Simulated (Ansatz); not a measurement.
Ansatz (a program for electronic structure) input (revPBE/def2-TZVPD):

Ansatz 0.2 input:
```yaml
crystal:
  periodic: [false, false, false]
  atoms:
    - {symbol: Au, position_ang: [-0.00000000, -0.00000000, -0.42427293]}
    - {symbol: Cl, position_ang: [0.00000000, 0.00000000, 1.97162127]}
basis:
  gaussian:
    orbitals: def2-TZVPD
hamiltonian:
  xc: {name: revPBE}
magnetization: {spin_polarized: true, initial_magnetization: 2}
output: {forces: true}
```

End of the output:

```
integrals: 0.02 GiB planned
648 factors; their error is unknown
mean field: 0.25 GiB planned
mean field evaluation 1: about -16213.8970 eV, gradient 1.3e1 eV
mean field evaluation 2: about -16199.1734 eV, gradient 5.0e1 eV
mean field evaluation 4: about -16214.9389 eV, gradient 4.9e0 eV
mean field evaluation 8: about -16215.1037 eV, gradient 1.0e-1 eV
mean field evaluation 16: about -16215.0954 eV, gradient 1.1e-3 eV
mean field evaluation 32: about -16215.1028 eV, gradient 9.7e-6 eV
mean field evaluation 64: about -16213.6253 eV, gradient 1.1e-5 eV
mean field evaluation 96: about -16215.0954 eV, gradient 1.3e-3 eV
mean field evaluation 128: about -16212.3246 eV, gradient 1.9e0 eV
mean field evaluation 160: about -16214.9040 eV, gradient 4.1e0 eV
mean field -16215.10280453 eV, -595.8940370751 hartree, gradient 9.9e-6 eV, S^2 2.003167; 19 other end points of the search recorded, 0 dependent functions left out
the calculation of the forces begins
reference -16215.10286344 eV, -595.8940392400 hartree; 19, 17 occupied and 70, 72 virtual orbitals, 648 factors
Total energy: -16215.10286344 eV, -595.8940392400 hartree
Atom 0 at    -0.000000    -0.000000    -0.424273 Å, force     0.000000     0.000000     0.008903 eV/Å
Atom 1 at     0.000000     0.000000     1.971621 Å, force     0.000000    -0.000000    -0.008903 eV/Å
Dipole moment:     0.000000    -0.007060    -0.092883 e Å
```

The spin state was set by rule; other spins were not relaxed.
